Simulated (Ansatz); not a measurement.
Species: C6H11 (charge 0, doublet). It need not be the lowest isomer of its formula. 
Structure (B3LYP-D3(BJ)/def2-TZVP (Ansatz, a quantum-chemistry and plane-wave program) minimum search):
SMILES: C=C(C)[CH]CC
```xyz
17

C      2.6864    -0.0685    -0.5357
C      1.1874    -0.2220    -0.7806
C      0.3529     0.2144     0.3793
C     -1.0361     0.1197     0.4428
C     -1.7317     0.5523     1.5518
C     -1.7895    -0.4677    -0.7270
H      2.9436     0.9730    -0.3311
H      3.2650    -0.3926    -1.4018
H      3.0044    -0.6640     0.3228
H      0.9622    -1.2667    -1.0310
H      0.9051     0.3460    -1.6778
H      0.8691     0.6436     1.2321
H     -2.8091     0.4815     1.6067
H     -1.2147     0.9766     2.4026
H     -2.8628    -0.4712    -0.5424
H     -1.4756    -1.4958    -0.9225
H     -1.6040     0.1004    -1.6417
```
Charge 0, spin multiplicity 2.

Total electronic energies in hartree. Correlated levels leave the core frozen unless marked. UHF or UKS for open shells. No spin-orbit coupling. Non-relativistic unless marked X2C. CBS marks a two-point X^-3 extrapolation of the correlation energy; Hartree-Fock from the larger set. [CCSD(T)-MP2]/basis is that difference in the basis named.

The UHF reference is spin-contaminated (<S^2> 0.20 over the pure value in the largest basis). 

```csv
level,program,energy (Eh)
HF/STO-3G,Ansatz,-230.79842
HF/cc-pVDZ,Ansatz,-233.59316
RI-HF/cc-pVTZ,Ansatz,-233.65661
PBE/def2-TZVPD,Ansatz,-234.95247
BLYP-D4/def2-TZVPD,Ansatz + dftd4,-235.18079
r2SCAN-D4/def2-TZVPD,Ansatz + dftd4,-235.14488
PBE0/6-31G*,Ansatz,-234.90909
PBE0-D4/def2-TZVP,Ansatz + dftd4,-235.00382
HSE06-D3(BJ)/def2-TZVPD,Ansatz + dftd3,-234.98757
CAM-B3LYP-D4/def2-TZVPD,Ansatz + dftd4,-235.15732
LC-wPBE/def2-TZVPD,Ansatz,-235.13452
B2GP-PLYP-D3(BJ)/def2-TZVPD,Ansatz + dftd3,-235.00774
B2GP-PLYP-D4/def2-TZVPD,Ansatz + dftd4,-235.00588
B2GP-PLYP/def2-TZVPD,Ansatz,-235.00067
RPA@PBE/cc-pVTZ,Ansatz,-235.28560
MP2/cc-pVTZ,Ansatz,-234.63967
RI-MP2/cc-pVQZ,Ansatz,-234.71572
SCS-MP2/6-31G*,Ansatz,-234.30563
CCSD/STO-3G,Ansatz,-231.18691
CCSD/6-31G*,Ansatz,-234.39351
CCSD/cc-pwCVTZ,Ansatz,-234.72405
X2C-CCSD(T)/cc-pVTZ-DK,Ansatz,-234.84464
"RI-MP2/CBS(cc-pVTZ,cc-pVQZ)+[CCSD(T)-MP2]/cc-pVTZ",Ansatz,-234.8777
```

Totals of different functionals don't rank their quality; only differences between species are comparable.
